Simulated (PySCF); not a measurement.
## SiBH5O6

SiBH5O6 is a molecule, neutral, singlet. The structure, one conformer, was relaxed in the gas phase by PBE0-D3(BJ)/def2-SVP. No frequency run checks that it is a minimum.

SMILES: OB(O)O[Si](O)(O)O

Coordinates in Å:
```
O1     -2.496    0.630   -0.409
Si2    -1.114    0.184    0.360
O3     -1.086   -1.458    0.443
O4     -1.055    0.968    1.801
O5      0.241    0.705   -0.453
B6      1.456    0.105   -0.561
O7      2.503    0.720   -1.173
O8      1.637   -1.157   -0.047
H9     -2.822   -0.002   -1.056
H10    -0.181   -1.806    0.440
H11    -1.872    0.964    2.308
H12     2.262    1.603   -1.472
H13     2.536   -1.475   -0.174
```

Shieldings: GIAO PBE0/pcSseg-1. Shifts are against computed references at the same level: H TMS (σ 31.27 ppm), Si TMS (σ 352.0 ppm). Core levels by delta-SCF with SCAN, pcX-2 on the ionised atom and pcseg-1 elsewhere, spin-free X2C (2p3/2 is the spin-free 2p value less a third of a first-order spin-orbit splitting); from the vacuum level, for chosen atoms.

(1) Give the shieldings and core levels atom by atom.

(2) By CAM-B3LYP/def2-SVPD (TDDFT singlets, Tamm-Dancoff triplets, ionisation by delta-SCF), where does absorption start, and what does vertical ionisation take?

Results:

(1) 
| atoms | bonded to | σ (ppm) | δ (ppm) | core level (eV) |
| --- | --- | --- | --- | --- |
| O1 | 1 Si + 1 H | 284.1 | - | 1s 538.95 |
| Si2 | 4 O | 418.5 | -66.5 | 2p3/2 108.67 |
| O3 | 1 Si + 1 H | 273.9 | - | 1s 538.47 |
| O4 | 1 Si + 1 H | 283.7 | - | 1s 538.85 |
| O5 | 1 B + 1 Si | 225.2 | - | 1s 538.60 |
| B6 | 3 O | 82.9 | - | - |
| O7 | 1 B + 1 H | 244.7 | - | - |
| O8 | 1 B + 1 H | 253.3 | - | - |
| H9 | 1 O | 29.42 | 1.85 | - |
| H10 | 1 O | 27.31 | 3.96 | - |
| H11 | 1 O | 29.50 | 1.77 | - |
| H12 | 1 O | 28.03 | 3.24 | - |
| H13 | 1 O | 28.15 | 3.12 | - |

Values are those of this one static structure; atoms that internal rotation interchanges would show their mean in an NMR spectrum.

(2) The lowest singlet lies at 7.94 eV (f 0.015), the strongest of the first 6 at 8.85 eV (f 0.061), the lowest triplet at 7.67 eV; vertical ionisation takes 11.60 eV.
